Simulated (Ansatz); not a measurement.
Abridged output of a molecular run in Ansatz:

```
Functional definition: HF
1537 factors; integrals over basis functions are off by at most 1.1e-3 eV
mean field evaluation 1: about -12542.0181 eV, gradient 3.6e1 eV
mean field evaluation 2: about -12542.3158 eV, gradient 3.6e1 eV
mean field evaluation 4: about -12545.9568 eV, gradient 5.7e0 eV
mean field evaluation 8: about -12546.0582 eV, gradient 4.0e-1 eV
mean field -12546.05947937 eV, -461.0591818422 hartree, gradient 1.5e-6 eV, S^2 0.000000; 0 other end points of the search recorded, 0 dependent functions left out
9 core orbitals not correlated: weight in the atoms' cores, before any rotation towards them, 1.000 or more for the frozen orbitals, at most 0.000 for the correlated occupied ones
reference -12546.05947937 eV, -461.0591818422 hartree; 14, 14 occupied and 241, 241 virtual orbitals, 1537 factors
second order -22.33289135 eV of doubles, -0.00000000 eV of singles
cycle   1  -22.67976765 eV  change   -3.5e-1 eV  update   1.1e-1
cycle   2  -23.33601470 eV  change   -6.6e-1 eV  update   3.3e-2
cycle   3  -23.45706058 eV  change   -1.2e-1 eV  update   1.5e-2
cycle   4  -23.45140044 eV  change    5.7e-3 eV  update   3.9e-3
cycle   5  -23.45390682 eV  change   -2.5e-3 eV  update   1.7e-3
cycle   6  -23.45390667 eV  change    1.5e-7 eV  update   4.8e-4
cycle   7  -23.45375378 eV  change    1.5e-4 eV  update   2.0e-4
cycle   8  -23.45378114 eV  change   -2.7e-5 eV  update   8.6e-5
cycle   9  -23.45377364 eV  change    7.5e-6 eV  update   3.4e-5
perturbative correction -1.08065940 eV, -0.0397135004 hartree
Total energy: -12570.59391240 eV, -461.9608056262 hartree
```

Its atoms:

Cartesian coordinates in Å:
```
C -1.799 0.505 -0.495
Si -0.497 -0.697 0.096
C 1.224 -0.044 -0.235
C 2.244 0.087 0.791
N 1.706 1.189 0.600
H -2.803 0.133 -0.282
H -1.717 0.665 -1.573
H -1.675 1.470 0.002
H -0.652 -2.006 -0.602
H -0.623 -0.925 1.563
H 1.570 -0.024 -1.270
H 3.020 -0.353 1.405
```

(1) Which basis set was used?
A. cc-pV(D+d)Z
B. cc-pV(Q+d)Z
C. def2-TZVPP
D. def2-SVPD

(2) Write the keys of the input that set method, charge and spin (a neutral closed shell needs none for the last two).

Answers

(1) C. It gives 264 functions.

(2) 
```yaml
correlation: {method: ccsd_t}
```
